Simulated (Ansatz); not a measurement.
ZrS3⁻. Total charge -1; doublet. Geometry PBE0-D4/def2-SVPD; atoms count from 1.

```xyz
4

Zr   -0.062    0.720    0.381
S     0.011   -0.261   -1.870
S     1.496    0.633    2.024
S    -1.445   -1.092   -0.535
```

In the def2 sets Zr takes a core potential; there is no spin–orbit coupling. Another isomer (doublet) lies 0.50 eV lower at PBE0-D4/def2-TZVPD; other spin states weren't run for this one.

Estimate the Mulliken populations from the PBE0/def2-TZVPD orbitals of Ansatz.


```
atom  charge (e)  spin (α − β)  d electrons
 Zr1        0.71          1.17         2.18
  S2       -0.45         -0.04            –
  S3       -0.81         -0.09            –
  S4       -0.45         -0.04            –
```
Mulliken values depend strongly on the basis. With diffuse functions, as here, like atoms can get unlike values, and bond orders can come out too low or too high.

Where does the spin sit?

Summed by element: Zr 1.17, S -0.17, of 1 unpaired in all. Largest on single atoms: Zr1 1.17, S3 -0.09, S4 -0.04.

And the Mayer bond orders between heavy atoms (over 0.3)?

Zr1–S2 0.86 (2.46 Å); Zr1–S3 1.78 (2.27 Å); Zr1–S4 0.86 (2.46 Å); S2–S4 0.93 (2.14 Å).
